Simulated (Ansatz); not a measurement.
Geometry optimisation, RKS r2SCAN/def2-SVP (Ansatz).

Input:

```yaml
crystal:
  periodic: [false, false, false]
  atoms:
    - { symbol: "N", position_ang: [-0.7692, 1.5731, -0.1046] }
    - { symbol: B, position_ang: [-0.8441, 0.0957, -0.1353] }
    - { symbol: Si, position_ang: [0.6343, -0.8976, 0.555] }
    - { symbol: O, position_ang: [2.1604, -0.479, -0.3087] }
    - { symbol: H, position_ang: [-0.9405, 1.9287, -1.1212] }
    - { symbol: H, position_ang: [-1.6615, 1.9445, 0.4139] }
    - { symbol: H, position_ang: [-1.7449, -0.4752, -0.5749] }
    - { symbol: H, position_ang: [0.444, -2.3234, 0.432] }
    - { symbol: H, position_ang: [0.8566, -0.5447, 2.03] }
    - { symbol: H, position_ang: [1.9479, -0.8733, -1.1832] }
basis:
  gaussian: { orbitals: def2-SVP }
hamiltonian:
  xc: r2scan
relax:
  f_tol: 0.015
  max_steps: 40
```

Run as:

```bash
$ ansatz run input.yaml --threads 2 --pin off --max-ram 3072MiB --backend cpu --events-out ev --progress --plain --runs-dir out
```

**Question.** Where does it end, and by what steps?

**Answer.** It converged. After 18 steps the energy has fallen by 2.202 eV; H7 moved furthest, 1.44 Å.

```
step  energy less start (eV)  largest force component (eV/Å)  accepted
   0                  0.0000                           3.513       yes
   1                 -0.4731                           1.922       yes
   2                 -0.6154                           0.443       yes
   3                 -0.7587                           1.400       yes
   4                 -0.9317                           2.825       yes
   5                 -1.3334                           2.578       yes
   6                 -1.7697                           1.858       yes
   7                 -2.0203                           1.378       yes
   8                 -2.1191                           0.735       yes
   9                 -2.1511                           0.359       yes
  10                 -2.1870                           0.156       yes
  11                 -2.1936                           0.127       yes
  12                 -2.1963                           0.153       yes
  13                 -2.1984                           0.193       yes
  14                 -2.2005                           0.131       yes
  15                 -2.2013                           0.069       yes
  16                 -2.2016                           0.045       yes
  17                 -2.2018                           0.023       yes
  18                 -2.2018                           0.012       yes
```

```xyz
10
Properties=species:S:1:pos:R:3
N -1.329 1.354 -0.014
B -0.637 0.259 -0.522
Si 0.732 -0.756 0.563
O 2.130 -1.037 -0.333
H -2.026 1.869 -0.544
H -1.190 1.727 0.920
H -0.895 -0.075 -1.662
H 0.143 -2.053 1.054
H 1.185 -0.011 1.779
H 1.971 -1.329 -1.238
```

Whether the end is a true minimum wasn't checked by a vibrational analysis.

Time of the run: 50 s on 2 threads of Arm Neoverse V1 (shared host), peak memory 0.16 GiB.
